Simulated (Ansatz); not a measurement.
Cr3S3⁻, relaxed as a doublet with UKS PBE-D4/def2-SVPD in Ansatz, starting from the GFN2-xTB geometry. Force threshold 0.02 eV/Å.

The charge -1 doublet is spin-contaminated (final ⟨S²⟩ up to 3.01, 0.75 for a pure state). Another isomer (doublet) lies 2.72 eV lower at PBE0-D4/def2-TZVPD; other spin states weren't run for this one.

Start:

Cartesian coordinates in Å:
```
Cr 1.3896 -0.0674 1.8553
Cr -0.2105 -0.1701 -0.7486
Cr -0.7218 0.4958 1.4163
S -1.6300 -1.3893 -1.7047
S 1.9351 -0.9476 -0.3396
S -0.7625 2.0786 -0.4787
```

Problem. Estimate the energy that the relaxation releases and the steps that it takes.

Solution. 0.67 eV, in 17 steps; 92 s on 4 threads of Arm Neoverse V2 on a shared host. No frequencies were taken in this run, so the end may be a saddle point.

Problem. Does the start keep its bonding?

Solution. By distances, no bond broke or formed. The bond that changes most is Cr1–Cr3, from 2.23 to 1.74 Å (atoms count from 1).

Problem. Predict the relaxed structure.

Solution. 
Cartesian coordinates in Å:
```
Cr 0.942 -0.291 1.682
Cr -0.214 -0.219 -0.770
Cr -0.355 0.867 1.635
S -1.480 -1.495 -1.743
S 1.888 -0.730 -0.371
S -0.781 1.868 -0.433
```
Bond lengths (bridged metal pairs left out): 5 × Cr–S 2.04 to 2.34 Å; 1 × Cr–Cr 1.74 Å.
